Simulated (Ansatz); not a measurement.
Isolated molecules relaxed with PBE0-D4/def2-TZVP in Ansatz; ΔE leaves out vibrations. CCSD(T)/CBS is the MP2 limit (def2-TZVPP, def2-QZVPP) plus CCSD(T) − MP2 in def2-TZVPP, frozen cores. This one scheme is used for every species. DFT in def2-TZVPP. B3LYP here is the variant with VWN-RPA as its local correlation; programs differ in this. HSE06 is defined as in plane-wave codes. For Ge outer-core shells are correlated without core-valence functions, which leaves a few kJ/mol of doubt a bond. Scalar relativity is left out up to krypton.

Reaction (germylene formation by 1,1-elimination): `C[S][GeH3]` → `C[S][GeH]` + H₂

CCSD(T)/CBS gives +1.04 eV.

(1) Another level gave +0.84 eV. Which?
A. RPA@PBE/def2-TZVPP
B. B3LYP/def2-TZVPP
C. PBE-D4/def2-TZVPP
D. HSE06-D4/def2-TZVPP

Largest T1 diagnostic among the species: 0.015.

## Answers

(1) B. B3LYP 0.84, RPA@PBE/def2-TZVPP 1.04, HSE06-D4 1.11, PBE-D4 0.91 eV.

From r2SCAN to r2SCAN0 (25 % exact exchange), in def2-TZVPP and without D4, ΔE moves by +0.12 eV. Leaving LDA and LC-ωPBE aside and taking each functional with its dispersion term where it has one, the values, not all of them listed here, spread over 0.62 eV, from BLYP-D4 to PBE-QIDH. LDA lies +0.34 eV from PBE without D4.
